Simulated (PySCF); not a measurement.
AsF₂, multiplicity 2. Atoms are numbered in the order given.

```xyz
3

F      0.0000    -1.3041     0.7497
As     0.0000     0.0000    -0.4089
F      0.0000     1.3041     0.7497
```
Charge 0, spin multiplicity 2.

Geometry optimised at B3LYP-D3(BJ)/def2-TZVP. The isomer is the one that the SMILES or the coordinates give; other isomers of the formula were not compared.

Computed with CAM-B3LYP/def2-TZVPD in PySCF.

Mulliken values depend strongly on the basis, most of all with diffuse functions as here. ESP charges are fitted to the potential on shells at 1.4 to 2.0 van der Waals radii. Atomic charges (e):

```csv
atom,ESP fit,meta-Löwdin,Mulliken spin
F1,[?],-0.48,0.03
As2,[?],0.96,0.93
F3,[?],-0.48,0.03
```

Q: Some entries are withheld; supply them. (Estimate from the structure and the level; the computed values follow.)

A: 
- F1, ESP fit: -0.21
- As2, ESP fit: 0.42
- F3, ESP fit: -0.21
